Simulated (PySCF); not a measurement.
Relaxation of doublet IrSe2

Computed with UPBE/[Ir def2-SVP with ECP60, Se def2-SVP], scalar-relativistic core potentials, density fitting, no spin–orbit coupling, PySCF. A (50,194) grid was used.

A hand-made end-on start, of Cs symmetry, held to at least that symmetry:

Coordinates in bohr (charge 0 multiplicity 2):
```
Ir   -0.8715    0.0000   -2.5996
Se   -0.8715    0.0000    2.0329
Se    2.9756    0.0000    4.2439
```

Optimiser trace:
```
step  E − E(last) (kJ/mol)  largest gradient (Eh/bohr)
   0                 44.18                     0.04615
   1                 12.67                     0.02972
   2                  7.30                     0.03299
   3                  0.61                     0.00632
   4                  0.10                     0.00201
   5                  0.00                     0.00020
   6                  0.00                     0.00008
```

It ends at Cs with Ir–Se 2.224 Å, Se–Se 2.242 Å; Ir–Se–Se 112.0° (after a last refinement on a finer grid). A frequency run shows a minimum. Other isomers or separated fragments may lie lower.

Final geometry:
```xyz
3
charge 0 multiplicity 2, angstrom
Ir   -0.3766    0.0000   -1.2314
Se   -0.5501    0.0000    0.9861
Se    1.4568    0.0000    1.9852
```

Other spin states or occupations of the open shell can lie lower. Spin–orbit coupling, left out here, can matter for elements this heavy.
